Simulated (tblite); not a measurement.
Species: C3H8GeO2Si.
Numbering: `[CH2:1]=[CH:2][C@@H:3]1[O:4][GeH2:5][O:6][SiH2:7]1` (hydrogens: H8, H9 on C1; H10 on C2; H11 on C3; H12, H13 on Ge5; H14, H15 on Si7)

Computed with GFN2-xTB (tblite), gas phase: L-BFGS steps from a force-field or distance-geometry start until the largest atomic force falls under 0.01 eV/Å.

Step 65: E = -607.9598 eV
```
atom  x, y, z in Å  |  force x, y, z in eV/Å
C1      2.0694   -0.7263   -0.5060   -0.004   0.064  -0.037
C2      1.4651   -0.3976    0.6216   -0.114   0.013   0.029
C3     -0.0045   -0.4073    0.8797    0.073  -0.197  -0.068
O4     -0.7322   -1.1818   -0.0868    0.018   0.076   0.065
Ge5    -1.7295   -0.3281   -1.2329    0.137  -0.064  -0.065
O6     -1.7471    1.2482   -0.4004    0.048   0.021  -0.022
Si7    -0.6718    1.4142    0.8093   -0.028   0.037   0.036
H8      3.1357   -0.6313   -0.6084    0.058  -0.054  -0.031
H9      1.5367   -1.1018   -1.3676   -0.042   0.014   0.107
H10     2.0355   -0.0222    1.4628   -0.011  -0.031   0.000
H11    -0.1977   -0.8906    1.8456    0.059   0.090  -0.006
H12    -1.0614   -0.1410   -2.5742   -0.063   0.018   0.030
H13    -3.0978   -0.9321   -1.2526   -0.068   0.037  -0.006
H14    -1.4184    1.8084    1.9988    0.009  -0.042  -0.028
H15     0.4136    2.2975    0.3889   -0.073   0.017  -0.003
```

Step 66: E = -607.9634 eV
```
atom  x, y, z in Å  |  force x, y, z in eV/Å
C1      2.0606   -0.7276   -0.5220    0.027   0.030   0.008
C2      1.4637   -0.3988    0.6099   -0.140   0.042   0.019
C3     -0.0023   -0.4105    0.8877    0.022  -0.122  -0.038
O4     -0.7496   -1.1829   -0.0632    0.044   0.023   0.059
Ge5    -1.7181   -0.3290   -1.2328    0.122  -0.040  -0.031
O6     -1.7202    1.2587   -0.4187    0.064  -0.012   0.003
Si7    -0.6739    1.4138    0.8191   -0.056   0.047   0.037
H8      3.1285   -0.6322   -0.6309   -0.030  -0.048  -0.040
H9      1.5202   -1.1190   -1.3711   -0.026   0.020   0.076
H10     2.0362   -0.0093    1.4416    0.035  -0.027   0.034
H11    -0.1830   -0.8864    1.8614    0.069   0.090  -0.060
H12    -1.0307   -0.1594   -2.5637   -0.053   0.016  -0.004
H13    -3.0918   -0.9217   -1.2613   -0.056   0.045  -0.007
H14    -1.4539    1.8005    1.9927    0.042  -0.066  -0.052
H15     0.4099    2.3120    0.4292   -0.063   0.003  -0.004
```

Q: Estimate the geometry and energy of step 67. (The exact step hangs on the optimiser's Hessian estimate; all steps are aligned on step 66, rigid shifts and turns removed.)

A: E = -607.9654 eV, largest force 0.105 eV/Å
```
atom  x, y, z in Å  |  force x, y, z in eV/Å
C1      2.0588   -0.7248   -0.5280   -0.035  -0.018   0.058
C2      1.4621   -0.4002    0.6065   -0.036   0.059  -0.014
C3     -0.0002   -0.4137    0.8891   -0.013   0.041  -0.022
O4     -0.7531   -1.1790   -0.0566    0.022  -0.101   0.021
Ge5    -1.7119   -0.3305   -1.2331    0.035  -0.012  -0.015
O6     -1.7083    1.2622   -0.4236    0.023  -0.035  -0.048
Si7    -0.6753    1.4148    0.8229   -0.001  -0.007   0.034
H8      3.1270   -0.6348   -0.6380   -0.043  -0.031  -0.046
H9      1.5132   -1.1246   -1.3707    0.000   0.040   0.066
H10     2.0354   -0.0081    1.4365    0.041  -0.029   0.032
H11    -0.1774   -0.8842    1.8638    0.057   0.052  -0.014
H12    -1.0202   -0.1703   -2.5606   -0.043   0.021  -0.030
H13    -3.0936   -0.9153   -1.2626    0.004   0.063  -0.007
H14    -1.4631    1.7952    1.9900    0.015  -0.059  -0.005
H15     0.4020    2.3215    0.4422   -0.025   0.014  -0.009
```

The energy changes by -0.0020 eV. The first-order estimate −F·Δx gives -0.0036 eV and the mean of the old and new forces, exact on a quadratic surface, -0.0020 eV. The step makes an angle of 74° with the force vector and moves no atom by more than 0.018 Å.

The cost below is that of the whole relaxation. On one thread of an Arm Neoverse V1, shared host with 32 logical CPUs at a one-minute load of 9.8, this took 0.66 s of wall time.
